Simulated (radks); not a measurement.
The numbers below are computed, except where a source is named.
Problem. Excited configurations of the holmium ion Ho3+: one electron is placed in a higher orbital outside [Xe] 4f9. The ground configuration is [Xe] 4f10. Code: a radial shooting solver on a logarithmic mesh with Libxc functionals. Model: Dirac Kohn-Sham, LDA (Slater exchange, Perdew-Wang correlation), spin-unpolarised, spherical densities, point nucleus; open shells fill j = l - 1/2 first. Excitation = E - E(ground); binding = E(ion) - E, where the ion is the core of charge +4; n* = 4/sqrt(2 binding) in atomic units, and the quantum defect is n - n*.

outer orbital  excitation (eV)  binding (eV)     n*  quantum defect  eigenvalue (eV)  <r> (bohr)
5d3/2                   11.952        32.895  2.573           2.427          -27.358       1.989
5f5/2                   30.552        14.294  3.902           1.098          -11.940       4.123
6d3/2                   28.915        15.932  3.697           2.303          -13.907       4.563
7s1/2                   29.088        15.758  3.717           3.283          -14.052       5.329
7p1/2                   31.248        13.599  4.001           2.999          -12.078       5.946
7d3/2                   34.934         9.912  4.686           2.314           -8.776       7.718

Estimate the row for 6p1/2.

Solution. excitation (eV) 20.584; binding (eV) 24.262; n* 2.995; quantum defect 3.005; eigenvalue (eV) -21.236; <r> (bohr) 3.280. The Delta-SCF ionisation energy is 44.847 eV (NIST Atomic Spectra Database: 42.5 eV, semi-empirical). Self-interaction in the functional shifts the binding energies and quantum defects, so they are the method's values and not measured ones. Spin polarisation and multiplet splitting are left out, so open shells lie too high by an amount that depends on their filling.

Beside tabulated values, note that spin-unpolarised runs miss the spin-polarisation part of the exchange energy of open shells.
